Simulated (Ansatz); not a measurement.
`[OH][Ga]([SH])[O][SiH3]` and `C[O][Ga]([SH])[O][SiH3]` differ in one atom or group.

Ansatz, PBE0-D4/def2-TZVP geometries, multiplicity 1. Each molecule was computed in one conformer, which needn't be the lowest.

Scalar relativity is left out up to krypton.

```csv
property,`[OH][Ga]([SH])[O][SiH3]`
HOMO energy (ωB97M-V/def2-TZVPP) / eV,-10.21
HOMO–LUMO gap (PBE0/def2-TZVPP) / eV,6.89
size of the dipole moment (B3LYP/def2-TZVPP) / D,1.05
HOMO–LUMO gap (B3LYP/def2-TZVPP) / eV,6.32
size of the dipole moment (PBE/def2-TZVPP) / D,0.94
HOMO energy (B3LYP/def2-TZVPP) / eV,-7.74
```

**Question.** Give the same properties after the change, and the shifts. (An estimate is asked.)

**Answer.** The calculation gave: 
```tsv
property	`C[O][Ga]([SH])[O][SiH3]`	shift
HOMO energy (ωB97M-V/def2-TZVPP) / eV	-10.10	0.11
HOMO–LUMO gap (PBE0/def2-TZVPP) / eV	6.85	-0.04
size of the dipole moment (B3LYP/def2-TZVPP) / D	1.15	0.10
HOMO–LUMO gap (B3LYP/def2-TZVPP) / eV	6.29	-0.03
size of the dipole moment (PBE/def2-TZVPP) / D	1.16	0.22
HOMO energy (B3LYP/def2-TZVPP) / eV	-7.60	0.14
```

With PBE0 the HOMO rises by 0.14 eV and the LUMO rises by 0.09 eV, so the gap narrows by about 0.05 eV. PBE moves the HOMO by 0.24 eV and ωB97M-V by 0.11 eV. Dipoles are sizes alone; their direction can turn.

B3LYP here is the variant with VWN-RPA as its local correlation; programs differ in this.
